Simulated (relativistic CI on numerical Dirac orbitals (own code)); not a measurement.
# Cd³⁺: M2,3 absorption edge

Computed with this model: Dirac-Coulomb-Breit CI, separate exchange-only KLI orbitals for each configuration, model QED (radiative potential, 1s self-energy scaled to tabulated hydrogen-like ionisation energies), valence Slater integrals scaled by 0.9, multiplet model of core-to-valence dipole absorption; configurations [Kr] 4d9 → [Ne] 3s2 3p5 3d10 4s2 4p6 4d10; 300 K; Lorentzian 1.2 eV and Gaussian 0.4 eV FWHM. Energies are those of the free ion, without screening or charge transfer. The branching ratio is the share of the lower-energy edge in the whole absorption, uncertain by about 0.02 where the edges overlap. S is read from ⟨S²⟩ = S(S + 1).

Field parameters in Wybourne normalisation: D3d B²₀ = −7Dσ, B⁴₀ = −14Dq − 21Dτ, B⁴₃ = −14√(10/7) Dq. The field is a parameter set, without covalency.

Computed curve for free ion, scaled to 100 at the maximum (points under 2 are left out and the grid is thinned):

Energy (eV), Intensity and a bar:
```
   607.00        2.1 
   607.25        2.4 
   607.50        2.8 
   607.75        3.2 
   608.00        3.7 
   608.25        4.3 #
   608.50        5.1 #
   608.75        6.1 #
   609.00        7.5 ##
   609.25        9.4 ##
   609.50       12.1 ###
   609.75       16.0 ####
   610.00       22.0 ######
   610.25       31.5 #########
   610.50       46.7 ##############
   610.75       68.8 ####################
   611.00       91.9 ############################
   611.25      100.0 ##############################
   611.50       85.2 #########################
   611.75       61.0 ##################
   612.00       41.0 ############
   612.25       27.9 ########
   612.50       19.7 #####
   612.75       14.5 ####
   613.00       11.1 ###
   613.25        8.7 ##
   613.50        7.0 ##
   613.75        5.7 #
   614.00        4.8 #
   614.25        4.1 #
   614.50        3.5 
   614.75        3.0 
   615.00        2.6 
   615.25        2.3 
   615.50        2.1
```

The ground state has S = 0.50, and the centroid lies at 611.21 eV.
